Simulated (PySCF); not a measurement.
C3H9O3Si (SMILES CO[Si](OC)OC), doublet, at a GFN2-xTB geometry, atoms displaced at random by about 0.08 Å a coordinate; PBE0/STO-3G, gradient in PySCF.

Input for PySCF:
```python
from pyscf import gto, scf, dft

mol = gto.M(
    atom='''
C    -0.689957    2.537950   -0.371269
O     0.028887    1.550933   -0.148849
Si   -0.151824   -0.024694    0.305095
O     1.238395   -0.972774    0.087430
C     2.551290   -0.559185    0.225219
O    -1.319267   -0.675867   -0.270051
C    -1.764169   -1.729850   -0.430087
H    -1.441337    2.201070   -0.761887
H    -0.908850    3.044561    0.654237
H    -0.311527    3.374321   -0.880452
H     2.842996   -0.816247    1.323141
H     3.248627   -1.359869   -0.370662
H     3.054485    0.323828   -0.037313
H    -2.527674   -1.913351   -1.206939
H    -1.028132   -2.616080   -0.487019
H    -2.369125   -2.106272    0.570673
''',
    basis='sto-3g',
    charge=0,
    spin=1,
    verbose=3,
)

mf = dft.UKS(mol)
mf.xc = 'pbe0'
mf.conv_tol = 1e-11
mf.kernel()
g = mf.nuc_grad_method()
grad = g.kernel()
```

It wrote (shortened):

```
converged SCF energy = -626.239176364261  <S^2> = 0.75217744  2S+1 = 2.0021763
--------------- UKS gradients ---------------
         x                y                z
0 C    -0.0408115079    -0.2057186674    -0.1511110930
1 O    -0.1977370285     0.1898575406    -0.0113084045
2 Si    -0.1567786619    -0.1186108902    -0.1510700459
3 O     0.0380158355     0.0032371509     0.0462095587
4 C    -0.0757947268     0.1207139580    -0.0421279409
5 O    -0.0166729437    -0.2959824646     0.0633117323
6 C     0.1837677187     0.4340369148    -0.0247696295
7 H     0.2420340162     0.0526748848     0.1160866375
8 H     0.0190353345     0.0020110903     0.0246318615
9 H    -0.0310885854    -0.0330816611     0.0424226668
10 H    -0.0006720283    -0.0192233225     0.0283921329
11 H     0.0376815224    -0.0347288767    -0.0246660619
12 H     0.0042596399    -0.0620993360     0.0153555646
13 H     0.0017136105    -0.0065286664     0.0155758419
14 H     0.0091697464    -0.0160122619     0.0125020390
15 H    -0.0160319411    -0.0104949971     0.0405374835
----------------------------------------------
```
